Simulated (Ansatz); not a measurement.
Reactions of C₃H₈O, SMILES `CCOC`.

Isolated molecules relaxed with PBE0-D4/def2-TZVP in Ansatz; ΔE leaves out vibrations. CBS: MP2 limit from def2 TZ/QZ plus the TZ coupled-cluster correction, frozen cores. This one scheme is used for every species, atoms too. Open shells (•) are unrestricted, without spin–orbit coupling. Spin–orbit coupling would lower the free atoms: a little for F. Elements past krypton have def2 core potentials. For Sb, Te outer-core shells are correlated without core-valence functions, so the limit isn't a true one: a few kJ/mol of doubt a bond, and 10 to 20 or more in all where bonds break to atoms. Each species was taken in one conformer, which may not be the lowest.

(1) Order these by ΔE at CCSD(T)/CBS, lowest first. (An estimate is asked.)
A. `CCOC` + `[OH][SbH][SiH3]` → `CC[O][SbH][SiH3]` + CH₃OH
B. `CCOC` + F• → `[CH2]COC`• + H–F
C. `CCOC` + `Sc1ccccc1` → `CCSc1ccccc1` + CH₃OH
D. `CCOC` + `B[TeH]` → `B[Te]C` + dimethyl ether

Largest T1 diagnostic: 0.015, for `B[TeH]`.

## Answers

(1) B (-131.4 kJ/mol), C (-28.6 kJ/mol), D (-0.7 kJ/mol), A (+13.4 kJ/mol).
